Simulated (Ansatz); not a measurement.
```yaml
crystal:
  periodic: [false, false, false]
  atoms:
    - {symbol: N, position_ang: [-1.213551, -0.138045, 0.945868]}
    - {symbol: C, position_ang: [0.172793, -0.515841, 0.503466]}
    - {symbol: O, position_ang: [1.044692, -0.076422, 1.206806]}
    - {symbol: Si, position_ang: [0.512053, -0.536818, -1.419432]}
    - {symbol: S, position_ang: [0.178855, 1.606843, -1.512505]}
    - {symbol: H, position_ang: [-2.233695, -0.518558, 1.045653]}
    - {symbol: H, position_ang: [-1.436912, 0.700564, 0.824781]}
    - {symbol: H, position_ang: [0.121067, -1.576479, 0.768671]}
    - {symbol: H, position_ang: [1.082630, 0.210155, 2.158499]}
    - {symbol: H, position_ang: [1.780008, -0.569951, -1.785373]}
    - {symbol: H, position_ang: [-0.776298, -1.177487, -2.131955]}
    - {symbol: H, position_ang: [1.033732, 2.055317, -0.855867]}
basis:
  gaussian: {orbitals: def2-TZVPD}
hamiltonian: {xc: {name: PBEsol}, dispersion: d4}
outputs: {forces: true}
output: {forces: true}
```

```sh
$ ansatz run in.yaml --threads 4 --pin off --events-out ev --progress --plain --max-ram 10444MiB
```

Output, abridged:

```
Error: YAML parse error: error: line 19 column 1: unknown field `outputs`, expected one of crystal, accuracy, basis, kpoints, hamiltonian, magnetization, projection, total_charge, correlation, batch, efield, external_charges, scf, relax, neb, saddle, md, ramp, phonons, dielectric, real_time, elastic, magnetic_configurations, gw, evaluate, workflow, output, checkpoint, execution
  --> <input>:19:1
   |
17 |   gaussian: {orbitals: def2-TZVPD}
18 | hamiltonian: {xc: {name: PBEsol}, dispersion: d4}
19 | outputs: {forces: true}
   | ^ unknown field `outputs`, expected one of crystal, accuracy, basis, kpoints, hamiltonian, magnetization, projection, total_charge, correlation, batch, efield, external_charges, scf, relax, neb, saddle, md, ramp, phonons, dielectric, real_time, elastic, magnetic_configurations, gw, evaluate, workflow, output, checkpoint, execution
20 | output: {forces: true}
   |
```

Task: Something in this input is off. What?

Result: The input holds a key that doesn't belong there. The program refused the input.
